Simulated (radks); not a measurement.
Q: All-electron atom: Eu+ in [Xe] 4f7 6s1. All-electron calculation, scalar-relativistic Kohn-Sham, r2SCAN, spin-polarised, spherical densities, finite nucleus; open shells are filled with parallel spins first (spin-orbit coupling, left out, can overturn this in heavy ions); meta-GGA in the generalised Kohn-Sham scheme; Fermi nuclear charge, rms radius 5.1115 fm. Program: a radial shooting solver on a logarithmic mesh with Libxc functionals. Some entries of the table are withheld. Estimate them.

| orbital | occ. | eigenvalue (eV) | <1/r> (bohr^-1) | <r> (bohr) |
|---|---|---|---|---|
| 1s up | 1 | -48441.82 | 70.21 | 0.02232 |
| 1s down | 1 | -48441.80 | 70.21 | 0.02232 |
| 2s down | 1 | -7979.839 | 16.29 | 0.09509 |
| 2s up | 1 | -7979.820 | 16.29 | 0.09509 |
| 2p up | 3 | -7107.000 | 15.23 | 0.08390 |
| 2p down | 3 | -7106.999 | 15.23 | 0.08390 |
| 3s up | 1 | -1768.719 | 5.977 | 0.2493 |
| 3s down | 1 | -1765.807 | 5.984 | 0.2490 |
| 3p up | 3 | -1495.627 | 5.619 | 0.2479 |
| 3p down | 3 | -1492.711 | 5.627 | 0.2476 |
| 3d up | 5 | -1130.252 | 5.324 | 0.2261 |
| 3d down | 5 | -1127.980 | 5.331 | 0.2257 |
| 4s up | 1 | -361.8821 | 2.500 | 0.5667 |
| 4s down | 1 | -354.6051 | 2.500 | 0.5664 |
| 4p up | 3 | -271.6651 | 2.300 | 0.5999 |
| 4p down | 3 | -264.3166 | 2.300 | 0.5997 |
| 4d up | 5 | -145.5025 | 2.020 | 0.6550 |
| 4d down | 5 | -138.0433 | 2.019 | 0.6557 |
| 5s up | 1 | -53.3702 | 0.9643 | 1.373 |
| 5s down | 1 | -49.5399 | 0.9304 | 1.413 |
| 5p up | 3 | -31.5911 | 0.8124 | 1.608 |
| 5p down | 3 | -28.8469 | 0.7816 | 1.656 |
| 4f up | 7 | -10.4936 | (1) | 0.9397 |
| 6s up | 1 | (2) | 0.3245 | 3.836 |
| 4f down | 0 | -3.9286 | (3) | 1.110 |

A: 
(1) 4f up <1/r> (bohr^-1): 1.429
(2) 6s up eigenvalue (eV): -9.0355
(3) 4f down <1/r> (bohr^-1): 1.332
